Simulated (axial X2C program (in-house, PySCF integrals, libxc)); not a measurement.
# Potential curves of KSe, with spin–orbit coupling

Computed with an in-house relativistic program for diatomic molecules. Two-component (2c) means X2C with spin–orbit coupling and atomic mean-field two-electron Coulomb and Gaunt terms. Basis: Se dyall-cv3z [8s9p6d4f1g], K dyall-cv3z [11s12p6d3f] (cores contracted in-house); Gaussian nuclei, density fitting, unrestricted open shells. Masses: Se 79.917 u, K 38.964 u.

State: Ω = 3/2 (⟨Sz⟩ = 0.50, ⟨Lz⟩ = 1.00 at HF). Energies in kJ/mol from the fragments at the same level (Se + K). Fits are polynomials in 1 − R0/R over 0.85 to 1.23 times the lowest point R0.

| R (Å) | CCSD(T) | CCSD |
| --- | --- | --- |
| 2.6809 | -199.01 | -196.64 |
| 2.7692 | -210.13 | -208.00 |
| 2.8576 | -216.16 | -214.22 |
| 2.9460 | -218.26 | -216.48 |
| 3.0491 | -216.98 | -215.35 |
| 3.1522 | -212.75 | -211.25 |
| 3.2848 | -204.33 | -202.95 |

Correlated methods: 15 electrons correlated (number of frozen shells: Se 3 s, 2 p, 1 d; K 2 s, 1 p), 253 virtual spin orbitals or spinors in MP2, 90 natural virtuals in coupled cluster.

The state is one determinant whose occupation by symmetry is held fixed; it was picked as the lowest of a PBE0 search that is not exhaustive. Dissociation energies refer to the lowest single-determinant-based atoms at the same level and basis. Coupled cluster ran in a truncated set of natural virtual spinors; the MP2 energy of the rest was added. (T) has no such correction and the atoms are truncated less, which lowers De at CCSD(T) by a hundredth of an eV or more. Other states lie close and PBE0, whose exact exchange favours high spin, may order them wrongly; the determinant shown need not be the ground state. The nearest other 2c determinant of the search, Ω = 1/2, lies 0.16 eV up at the distance of the search. Coupled cluster ran on the points near the minimum only. MP2 and coupled cluster on one determinant become unreliable at the stretched end.

Fit the CCSD(T) curve near its minimum: give the equilibrium distance, the harmonic wavenumber and the well depth.

At CCSD(T), 2c: Re = 2.960 Å, ωe ≈ 198 cm⁻¹, De = 2.26 eV to Se + K; Be follows as 0.0735 cm⁻¹.

What are Re, ωe and De at the CCSD level?

At CCSD, 2c: Re = 2.964 Å, ωe ≈ 198 cm⁻¹, De = 2.24 eV to Se + K; Be follows as 0.0732 cm⁻¹.
